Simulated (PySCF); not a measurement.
A GIAO shielding run with PySCF 2.14.0 with density-fitted response routines (density fitting, non-relativistic, gas phase) on `C#CCn1ncc(C)n1`, C6H7N3:

```
$ OMP_NUM_THREADS=1 python probes_run.py task.json out

{"job": {"kind": "nmr", "xc": "PBE0", "basis": "pcSseg-1"}, "charge": 0, "multiplicity": 1}
C      2.842637     1.975943    -1.075734
C      2.511815     0.918026    -0.626498
C      2.069705    -0.358322    -0.091256
N      0.637731    -0.477812    -0.151629
N      0.019794    -1.015337    -1.173676
C     -1.265490    -0.926607    -0.869732
C     -1.379689    -0.306669     0.384363
C     -2.593983     0.006928     1.177376
N     -0.147698    -0.038162     0.802670
H      3.148528     2.900253    -1.466337
H      2.374252    -0.443425     0.956322
H      2.499067    -1.173998    -0.680786
H     -2.024609    -1.295694    -1.527443
H     -3.336343     0.502941     0.554687
H     -2.329001     0.651281     2.010848
H     -3.034314    -0.910401     1.567865
```

Hardware: 1 thread of an Intel Xeon Platinum 8375C, shared host. The job also computes population analyses, field gradients, ring-centre shieldings.

Q: How large is the calculation?

A: 64 electrons, 188 basis functions and 956 auxiliary functions.

Q: How long does it take, and how much memory does it need?

A: 45 s of wall time, with 15 SCF cycles and 5 response iterations; peak memory 0.83 GiB. Times on a shared host scatter by some tens of per cent.
